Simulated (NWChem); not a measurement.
System: C2H2BFO2; SMILES C1OC(=O)B1F

Input file for NWChem:

```
start job
memory heap 200 mb stack 900 mb global 1100 mb
geometry units angstroms noautoz
  O      1.278812    -1.582196     0.000000
  C      0.422860    -0.758982     0.000000
  O     -0.934620    -1.007354     0.000000
  C     -1.411720     0.369599     0.000000
  B      0.098786     0.828463     0.000000
  F      0.762104     1.946356     0.000000
  H     -2.015285     0.581292     0.897089
  H     -2.015285     0.581292    -0.897089
end
basis spherical
  * library def2-svp
end
dft
  xc b3lyp
  iterations 150
  mulliken
end
task dft energy
```

Excerpt of the output:

```
             Northwest Computational Chemistry Package (NWChem) 7.3.0
             --------------------------------------------------------

 CS  symmetry detected

                             Geometry "geometry" -> ""
                             -------------------------

 Output coordinates in angstroms (scale by  1.889725989 to convert to a.u.)

  No.       Tag          Charge          X              Y              Z
 ---- ---------------- ---------- -------------- -------------- --------------
    1 O                    8.0000     1.25530308    -1.59313506     0.00000000
    2 C                    6.0000     0.40994622    -0.75904460     0.00000000
    3 O                    8.0000    -0.95059837    -0.99004028     0.00000000
    4 C                    6.0000    -1.41005439     0.39290012     0.00000000
    5 B                    5.0000     0.10619494     0.83241408     0.00000000
    6 F                    9.0000     0.78375151     1.94173488     0.00000000
    7 H                    1.0000    -2.01086346     0.61229267     0.89708900
    8 H                    1.0000    -2.01086346     0.61229267    -0.89708900

 Effective nuclear repulsion energy (a.u.)     207.1848473858

      Symmetry information
      --------------------

 Group name             Cs
 Group number              2
 Group order               2
 No. of unique centers     7

                                 NWChem DFT Module
                                 -----------------

 Summary of "ao basis" -> "ao basis" (spherical)
 ------------------------------------------------------------------------------
       Tag                 Description            Shells   Functions and Types
 ---------------- ------------------------------  ------  ---------------------
 O                          def2-svp                 6       14   3s2p1d
 C                          def2-svp                 6       14   3s2p1d
 B                          def2-svp                 6       14   3s2p1d
 F                          def2-svp                 6       14   3s2p1d
 H                          def2-svp                 3        5   2s1p

      Symmetry analysis of basis
      --------------------------

        a'         65
        a"         29

            General Information
            -------------------
          SCF calculation type: DFT
          Wavefunction type:  closed shell.
          No. of atoms     :     8
          No. of electrons :    44
           Alpha electrons :    22
            Beta electrons :    22
          Charge           :     0
          Spin multiplicity:     1
          Use of symmetry is: on ; symmetry adaption is: on
          Maximum number of iterations: 150
          AO basis - number of functions:    94
                     number of shells:    42
          Convergence on energy requested:  1.00D-06
          Convergence on density requested:  1.00D-05
          Convergence on gradient requested:  5.00D-04

              XC Information
              --------------
                         B3LYP Method XC Potential
                     Hartree-Fock (Exact) Exchange  0.200
                        Slater Exchange Functional  0.800 local
                    Becke 1988 Exchange Functional  0.720 non-local
              Lee-Yang-Parr Correlation Functional  0.810
                  VWN I RPA Correlation Functional  0.190 local

             Grid Information
             ----------------
          Grid used for XC integration:  medium
          Radial quadrature: Mura-Knowles
          Angular quadrature: Lebedev.
          Tag              B.-S. Rad. Rad. Pts. Rad. Cut. Ang. Pts.
          ---              ---------- --------- --------- ---------
          O                   0.60       49          11.0       434
          C                   0.70       49           9.0       434
          B                   0.85       49           8.0       434
          F                   0.50       49           9.0       434
          H                   0.35       45           9.0       434
          Grid pruning is: on
          Number of quadrature shells:   339
          Spatial weights used:  Erf1

      Superposition of Atomic Density Guess
      -------------------------------------

 Sum of atomic energies:        -349.42699285

      Non-variational initial energy
      ------------------------------

 Total energy =    -352.071609
 1-e energy   =    -890.861835
 2-e energy   =     331.605379
 HOMO         =      -0.317133
 LUMO         =      -0.058810

      Symmetry analysis of molecular orbitals - initial
      -------------------------------------------------

  Numbering of irreducible representations:

     1 a'          2 a"

  Orbital symmetries:

     1 a'          2 a'          3 a'          4 a'          5 a'
     6 a'          7 a'          8 a'          9 a'         10 a'
    11 a'         12 a'         13 a'         14 a"         15 a'
    16 a"         17 a'         18 a"         19 a'         20 a'
    21 a"         22 a'         23 a"         24 a'         25 a'
    26 a"         27 a'         28 a"         29 a'         30 a'
    31 a'         32 a'

     ---------------------------------------------
      Total Density - Mulliken Population Analysis
     ---------------------------------------------

    Atom       Charge   Shell Charges
 -----------   ------   -------------------------------------------------------
    1 O    8     8.68   1.99  1.13  0.66  3.07  1.82  0.01
    2 C    6     5.27   1.99  0.94  0.30  1.47  0.46  0.11
    3 O    8     8.55   1.99  1.11  0.71  2.89  1.84  0.01
    4 C    6     5.98   1.99  0.95  0.23  1.88  0.90  0.04
    5 B    5     4.42   1.99  0.88  0.18  1.07  0.17  0.13
    6 F    9     9.30   1.99  1.15  0.71  3.49  1.96  0.00
    7 H    1     0.90   0.67  0.20  0.02
    8 H    1     0.90   0.67  0.20  0.02

[...]
```

Level: B3LYP/def2-SVP. All runs use the structure optimised with PBE0/def2-SVP.
